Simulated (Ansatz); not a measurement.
```yaml
crystal:
  periodic: [true, true, true]
  atoms:
    - {symbol: C, position_ang: [0.383704, -2.863774, 0.057295]}
    - {symbol: O, position_ang: [0.521122, -1.556390, 0.545288]}
    - {symbol: Ga, position_ang: [0.406103, -0.104715, -0.489711]}
    - {symbol: O, position_ang: [0.098596, -0.364168, -2.231224]}
    - {symbol: C, position_ang: [0.596357, 1.670549, 0.268118]}
    - {symbol: Si, position_ang: [-1.010964, 2.423775, 0.856682]}
    - {symbol: H, position_ang: [-0.539801, -3.007843, -0.520538]}
    - {symbol: H, position_ang: [1.228781, -3.161953, -0.577567]}
    - {symbol: H, position_ang: [0.348829, -3.554035, 0.905527]}
    - {symbol: H, position_ang: [0.028017, -1.285897, -2.487521]}
    - {symbol: H, position_ang: [1.039537, 2.317323, -0.493982]}
    - {symbol: H, position_ang: [1.290370, 1.601583, 1.110249]}
    - {symbol: H, position_ang: [-1.968225, 2.543278, -0.275599]}
    - {symbol: H, position_ang: [-1.630344, 1.563845, 1.900595]}
    - {symbol: H, position_ang: [-0.792054, 3.778411, 1.432398]}
basis:
  gaussian: {orbitals: STO-3G}
hamiltonian: {xc: {name: RPBE}, dispersion: d4}
accuracy: high
output: {forces: true}
```

```sh
$ ansatz run in.yaml --threads 2 --pin off --events-out ev --progress --plain --max-ram 22528MiB --backend cpu
```

Shortened log:

```
Error: YAML parse error: error: line 2 column 3: crystal: missing field `lattice` (a structure is typed as `lattice` and `atoms`, a molecule's as `atoms` in Å alone, or read from a run's directory, `checkpoint`)
 --> <input>:2:3
1 | crystal:
2 |   periodic: [true, true, true]
3 |   atoms:
4 |     - {symbol: C, position_ang: [0.383704, -2.863774, 0.057295]}
```

In this input the molecule is marked periodic without a cell. The input was rejected before any iteration.
